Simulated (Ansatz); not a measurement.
Frontier orbitals of C₄H₁₂ClHfNO₂, SMILES `CC[N](C)[Hf]([OH])([Cl])[O]C`.

Total charge 0; spin multiplicity 1. Correlated methods include outer-core shells of Hf, which these sets cover unevenly. Hf takes the def2 core potential. Geometry: relaxed with PBE0-D4/def2-TZVP. It is one conformer, not always the lowest. Basis def2-TZVPP, the Gaussian-basis code of Ansatz.

| functional | HOMO (eV) | LUMO (eV) |
| --- | --- | --- |
| ωB97X-V | -8.67 | 1.74 |

(1) Give HOMO and LUMO (eV) with LDA (SPW92), PBE, revPBE, BLYP, r2SCAN, B97M-V, PBE0, B3LYP, r2SCANh, r2SCAN0, HSE06 (plane-wave form), BHLYP, CAM-B3LYP, LC-ωPBE, ωB97M-V, HF. (Estimate.)

Answers

(1) Ansatz gave: 
```json
{"functional": "LDA (SPW92)", "HOMO": "-5.23", "LUMO": "-0.94"}
{"functional": "PBE", "HOMO": "-5.09", "LUMO": "-0.68"}
{"functional": "revPBE", "HOMO": "-5.03", "LUMO": "-0.58"}
{"functional": "BLYP", "HOMO": "-4.97", "LUMO": "-0.57"}
{"functional": "r2SCAN", "HOMO": "-5.32", "LUMO": "-0.43"}
{"functional": "B97M-V", "HOMO": "-5.43", "LUMO": "-0.54"}
{"functional": "PBE0", "HOMO": "-6.34", "LUMO": "0.13"}
{"functional": "B3LYP", "HOMO": "-6.13", "LUMO": "-0.15"}
{"functional": "r2SCANh", "HOMO": "-5.79", "LUMO": "-0.09"}
{"functional": "r2SCAN0", "HOMO": "-6.50", "LUMO": "0.40"}
{"functional": "HSE06 (plane-wave form)", "HOMO": "-5.94", "LUMO": "-0.22"}
{"functional": "BHLYP", "HOMO": "-7.52", "LUMO": "0.67"}
{"functional": "CAM-B3LYP", "HOMO": "-7.67", "LUMO": "0.81"}
{"functional": "LC-ωPBE", "HOMO": "-8.98", "LUMO": "1.96"}
{"functional": "ωB97M-V", "HOMO": "-8.59", "LUMO": "1.26"}
{"functional": "HF", "HOMO": "-9.40", "LUMO": "2.32"}
```

B3LYP here is the variant with VWN-RPA as its local correlation; programs differ in this. LC-ωPBE has ω = 0.4 bohr⁻¹. Positive LUMOs are unbound and depend on the basis.
